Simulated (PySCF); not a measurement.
## Distorted geometries of Sm2S3

Sm2S3 (singlet in the valence; each metal's 4f electrons, 5 of them, lie in its core potential, out of spins and levels). PySCF 2.14.0, RKS PBE0, Sm lcecp-1-SVP with ECP51, S def2-SVP; non-relativistic Hamiltonian with scalar-relativistic core potentials where named; density fitting; no spin-orbit coupling. Relaxed geometry:

```xyz
5

Sm   -0.6408   -0.0622    2.4018
Sm   -0.6408   -0.0622   -2.4018
S    -1.6582   -0.1609    0.0000
S     1.6916    0.1642    2.6269
S     1.6916    0.1642   -2.6269
```

**Question.** Order these distorted geometries by energy above the relaxed one, lowest first.
A.
```xyz
5

Sm   -0.6029    0.0736    2.4294
Sm   -0.5920   -0.1770   -2.3209
S    -1.6859   -0.1762   -0.0500
S     1.6563    0.1036    2.6425
S     1.6680    0.2191   -2.7011
```
B.
```xyz
5

Sm   -0.7063   -0.0024    2.3940
Sm   -0.5136   -0.2275   -2.4086
S    -1.6889   -0.0434    0.0347
S     1.6140    0.0961    2.6467
S     1.7382    0.2201   -2.6668
```
C.
```xyz
5

Sm   -0.6441   -0.1255    2.4566
Sm   -0.6251   -0.0368   -2.4058
S    -1.6956   -0.1308   -0.0228
S     1.6902    0.1895    2.6377
S     1.7181    0.1466   -2.6657
```

**Answer.** C (0.03 eV), B (0.07 eV), A (0.18 eV).

**Question.** Which forces (eV/Å) act in the one that lies 0.07 eV up?

**Answer.** 
```
Sm  -0.40  0.03  0.40
Sm  -1.12 -0.13  0.73
S    0.17 -0.07 -1.04
S    0.53 -0.01  0.01
S    0.82  0.18 -0.10
```
Forces carry noise of the integration grid, about 0.01 to 0.03 eV/Å.

A frequency check found unstable modes (1, the lowest at -33 cm⁻¹), so the relaxed geometry is a saddle point, or these are noise. An lcecp potential fixes the number of 4f electrons, so in runs with it no electron can move into or out of that shell.
